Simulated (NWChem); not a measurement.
System meant: TaSCl3; SMILES [Ta]([Cl])([Cl])(=[S])[Cl]

Here is an NWChem input.

```
start job
memory heap 200 mb stack 900 mb global 1100 mb
geometry units angstroms noautoz
  Ta    -0.000001    -0.000017     0.004675
  S      0.001059    -0.002750     2.144987
  Cl     1.467243     1.608769    -0.686320
  Cl    -2.126618     0.467911    -0.685986
  Cl     0.658314    -2.074056    -0.690634
end
basis spherical
  Ta library def2-svp
  S library def2-svp
  Cl library def2-svp
end
ecp
  Ta library def2-ecp
end
dft
  xc b3lyp
  iterations 4
  mulliken
end
task dft energy
```

End of the output:

```
    Atom       Charge   Shell Charges
 -----------   ------   -------------------------------------------------------
    1 Ta  13    13.87   0.00  0.03  1.10  0.80  0.43  0.19  4.94  1.31  0.72  2.54  1.55  0.25
    2 S   16    15.73   2.00  1.96  0.99  0.67  5.81  1.88  2.38  0.04
    3 Cl  17    16.80   2.00  1.96  1.03  0.73  5.82  2.26  2.99  0.02
    4 Cl  17    16.80   2.00  1.96  1.03  0.73  5.82  2.26  2.99  0.02
    5 Cl  17    16.80   2.00  1.96  1.03  0.73  5.82  2.26  2.99  0.02

 center of mass
 --------------
 x =   0.00000000 y =   0.00000000 z =  -0.01061157

 moments of inertia (a.u.)
 ------------------
        1590.102272065076           0.000000000000           0.000000000000
           0.000000000000        1590.102272065076           0.000000000000
           0.000000000000           0.000000000000        1775.422322116807

     Multipole analysis of the density
     ---------------------------------

     L   x y z        total         alpha         beta         nuclear
     -   - - -        -----         -----         ----         -------
     0   0 0 0      0.000000    -40.000000    -40.000000     80.000000

     1   1 0 0      0.000000      0.000000      0.000000     -0.000000
     1   0 1 0     -0.000000     -0.000000     -0.000000      0.000000
     1   0 0 1     -0.359458      0.250891      0.250891     -0.861241

     2   2 0 0    -55.642287   -243.600183   -243.600183    431.558079
     2   1 1 0      0.000000      0.000000      0.000000     -0.000000
     2   1 0 1     -0.000000     -0.000000     -0.000000      0.000000
     2   0 2 0    -55.642287   -243.600183   -243.600183    431.558079
     2   0 1 1      0.000000      0.000000      0.000000      0.000000
     2   0 0 2    -56.504834   -202.749593   -202.749593    348.994352

 ------------------------------------------------------------------------
 dft energy failed                                                                                  0
 ------------------------------------------------------------------------
 ------------------------------------------------------------------------
  current input line :
    23: task dft energy
 ------------------------------------------------------------------------
 ------------------------------------------------------------------------
 This type of error is most commonly associated with calculations not reaching convergence criteria
 ------------------------------------------------------------------------
 For more information see the NWChem manual at https://nwchemgit.github.io

0:dft energy failed:Received an Error in Communication
```

Question: What is wrong, and how is it mended?

Answer: The run did not converge; its last values are not results. Cause: the SCF was allowed too few iterations. This input runs:
```
start job
memory heap 200 mb stack 900 mb global 1100 mb
geometry units angstroms noautoz
  Ta    -0.000001    -0.000017     0.004675
  S      0.001059    -0.002750     2.144987
  Cl     1.467243     1.608769    -0.686320
  Cl    -2.126618     0.467911    -0.685986
  Cl     0.658314    -2.074056    -0.690634
end
basis spherical
  * library def2-svp
end
ecp
  Ta library def2-ecp
end
dft
  xc b3lyp
  iterations 150
  mulliken
end
task dft energy
```
It converges to -1835.59421 Ha (B3LYP/def2-SVP with def2 effective core potentials on Ta).
